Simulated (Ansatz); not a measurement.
Born–Oppenheimer molecular dynamics of C$_{3}$H$_{10}$O$_{2}$Si (16 atoms, charge 0, multiplicity 1). It starts from a relaxed structure.

These are results of Ansatz 0.2.0, RKS BHLYP/6-31G, not measurements.

```yaml
ensemble: NVE (velocity Verlet)
time_step: 0.5 fs
steps_asked: 100
starting_velocities_drawn_for: 500 K
seed: 24034
```

First frame:

```xyz
16
Properties=species:S:1:pos:R:3
Si -0.184 0.107 0.039
C 0.192 0.152 1.892
H -0.708 0.390 2.452
H 0.572 -0.798 2.258
H 0.938 0.913 2.104
O 1.250 -0.199 -0.822
C 2.232 -1.225 -0.708
H 1.879 -2.150 -1.159
H 3.117 -0.893 -1.238
H 2.498 -1.417 0.331
H -0.703 1.372 -0.512
O -1.399 -1.044 -0.264
C -1.539 -2.412 0.103
H -1.272 -2.581 1.147
H -2.576 -2.687 -0.040
H -0.919 -3.047 -0.525
```

(1) How far do the bonds stretch over the last three quarters of this one trajectory? (Pairs bonded in most of those frames.)

## Answers

(1) 
```csv
bond,mean (Å),spread (Å),shortest,longest
Si1–C2,1.891,0.032,1.85,1.94
Si1–O6,1.703,0.020,1.67,1.73
Si1–H11,1.485,0.045,1.41,1.54
Si1–O12,1.715,0.026,1.66,1.75
C2–H3,1.096,0.047,1.02,1.16
C2–H4,1.091,0.016,1.06,1.12
C2–H5,1.090,0.012,1.06,1.11
O6–C7,1.433,0.032,1.38,1.48
C7–H8,1.092,0.020,1.05,1.13
C7–H9,1.085,0.008,1.07,1.10
C7–H10,1.105,0.052,1.02,1.17
O12–C13,1.433,0.013,1.41,1.45
C13–H14,1.091,0.006,1.08,1.10
C13–H15,1.084,0.019,1.06,1.11
C13–H16,1.089,0.021,1.06,1.12
```

Mean temperature of the second half: 244 K. The conserved energy stayed within 0.41 meV per atom of its start (net change 0.31 meV per atom), so the integration is sound. A run of 0.05 ps of so small a system gives no equilibrium averages. Limits of this set-up: no polarisation functions.

The run took 4.4 min on 1 thread of AMD EPYC 9R45 96-Core Processor (Zen 5), with other jobs on the host, peak memory 0.21 GiB.
